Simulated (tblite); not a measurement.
Species: C₇H₁₀OP (charge -1).
Z-matrix (Å and degrees, GFN2-xTB geometry), rows numbered from 1:
```
C 
O   1  1.3975
C   2  1.4150  1  112.37
C   3  1.4071  2  122.62  1    91.72
C   4  1.5006  3  123.77  2    -0.52
C   4  1.3783  3  111.30  2   179.42
P   6  1.7448  4  113.42  3     0.24
C   3  1.3837  2  123.21  1   -88.34
C   8  1.5006  3  124.00  2     0.53
H   1  1.0943  2  107.33  3  -179.76
H   1  1.0988  2  111.77  3    60.76
H   1  1.0996  2  111.78  3   -60.37
H   5  1.0916  4  110.90  3   145.11
H   5  1.0904  4  109.90  3    24.70
H   5  1.0963  4  111.39  3   -95.00
H   6  1.0814  4  124.29  3  -179.49
H   9  1.0925  8  110.24  3   -37.33
H   9  1.0894  8  110.52  3  -157.92
H   9  1.0960  8  111.39  3    82.30
```

Computed geometry: GFN2-xTB, gas phase.

Take the most abundant isotopes and a rigid rotor. The values belong to one conformer with, in the numbering `[CH3:1][O:2][c:3]1[c:4]([CH3:5])[cH:6][p-:7][c:8]1[CH3:9]`, C1–O2–C3–C4 92°.

Task: Give the principal moments of inertia and the rotational constants in cm⁻¹.

Result: Ia = 283.38, Ib = 359.74, Ic = 603.89 u·Å²; 505379 MHz·u·Å²/I gives 1783, 1405 and 836.9 MHz, that is A = 0.05949, B = 0.04686, C = 0.02792 cm⁻¹.

Task: What kind of rotor is it?

Result: An asymmetric top: κ = (2 × 1405 − 1783 − 836.9)/(1783 − 836.9) = 0.20.

Task: Is it planar, by Δ = Ic − Ia − Ib?

Result: Not planar: Δ = Ic − Ia − Ib = -39.23 u·Å². For a rigid frame Δ = −2 Σ m c², so Σ m c² = 19.61 u·Å² lies off the ab plane: 7.17 from hydrogen and 12.45 from heavier atoms. The atom farthest from that plane is 1.36 Å away.

Task: Give the coordinates in the principal-axis frame, origin at the centre of mass.

Result: The sense of each axis is arbitrary; atoms in the order of the calculation.
```csv
atom,mass (u),a (Å),b (Å),c (Å)
C1,12.000,2.477,-0.909,0.707
O2,15.995,1.799,-0.593,-0.474
C3,12.000,0.496,-0.097,-0.230
C4,12.000,0.222,1.275,-0.085
C5,12.000,1.269,2.348,-0.160
C6,12.000,-1.121,1.497,0.132
P7,30.974,-2.069,0.032,0.168
C8,12.000,-0.616,-0.912,-0.115
C9,12.000,-0.574,-2.409,-0.223
H10,1.008,3.468,-1.277,0.425
H11,1.008,1.955,-1.689,1.280
H12,1.008,2.594,-0.031,1.358
H13,1.008,0.868,3.252,-0.623
H14,1.008,2.117,1.998,-0.748
H15,1.008,1.635,2.619,0.837
H16,1.008,-1.564,2.475,0.264
H17,1.008,0.149,-2.713,-0.984
H18,1.008,-1.555,-2.800,-0.488
H19,1.008,-0.275,-2.869,0.726
```

Task: Estimate the classical rotational partition function at 10 K, 25 K and 298.15 K.

Result: Point group C1, symmetry number σ = 1; q = (√π/σ)·√((kT/h)³/(ABC)), k/h = 20836.6 MHz/K: 3680 at 10 K, 14600 at 25 K, 599000 at 298.15 K.

Its GFN2-xTB frequencies are all real (lowest 64 cm⁻¹). Zero-point vibration and centrifugal distortion are left out.
